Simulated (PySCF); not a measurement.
Se⁻ (selenium, charge -1) across methods

[Ar] 3d10 4s2 4p5, 2P determinant. Calculation: PySCF 2.14, in aug-cc-pVQZ-PP with ECP10MDF (7s6p5d3f2g, 89 functions); scalar relativity through the core potential.

```tsv
method	E (hartree)	mean ε 4s β (eV)	mean ε 4p α (eV)	mean ε 4p β (eV)	Σ⟨r²⟩ (bohr²)	⟨S²⟩
UHF	-371.89810	-14.588	-3.247	-2.151	56.64	0.762
LC-wPBE	-373.2498	-13.817	-3.105	-2.370	55.87	0.755
PBE0	-373.1704	-10.672	-0.662	0.056	57.60	0.755
revPBE	-373.2620	-9.032	0.371	1.006	59.35	0.755
wB97X-V	-373.1723	-13.406	-2.769	-2.109	56.84	0.753
PBE	-373.2008	-9.138	0.336	0.964	59.34	0.754
LDA	-372.6630	-9.465	0.244	0.853	59.12	0.753
BLYP	-373.1706	-9.170	0.494	1.046	60.16	0.753
```

Task: Estimate the same row for r2SCAN.

Result: E (hartree) = -373.0823; mean ε 4s β (eV) = -9.405; mean ε 4p α (eV) = 0.119; mean ε 4p β (eV) = 0.828; Σ⟨r²⟩ (bohr²) = 57.48; ⟨S²⟩ = 0.757.

Energies and moments cover only the electrons outside the core potential.

The highest occupied level is positive at PBE0, revPBE, PBE, r2SCAN, LDA, BLYP: only the finite basis holds that electron, which in a density functional comes from self-interaction.
